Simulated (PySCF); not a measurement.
C₅H₇F, SMILES C[C@H]1CC=C1F. Coordinates come from a B3LYP-D3(BJ)/def2-SVP optimisation. The structure was generated by enumeration; whether it is a known compound was not checked.

Calculation: B3LYP-D3(BJ)/def2-SVP in PySCF.

Harmonic wavenumbers (cm⁻¹): 192, 208, 246, 354, 446, 613, 662, 803, 827, 869, 926, 946, 1062, 1067, 1099, 1164, 1186, 1205, 1237, 1304, 1382, 1395, 1463, 1467, 1473, 1743, 3026, 3036, 3040, 3094, 3111, 3112, 3231. Rotational constants (GHz): 4.918, 3.660, 2.313; symmetry number 1.

**Question.** Work out the zero-point energy and the ideal-gas rigid-rotor harmonic-oscillator thermochemistry at 298.15 K and 1 atm.

**Answer.** ZPE = ½ Σ hcν = ½ × 46990 cm⁻¹ = 281.06 kJ/mol. H − E(el) = 298.90 kJ/mol. Entropy in J/(mol K): translation 164.31, rotation 110.66, vibration 42.01, total 316.99. G − E(el) = 204.39 kJ/mol. Cp = 97.59 J/(mol K).
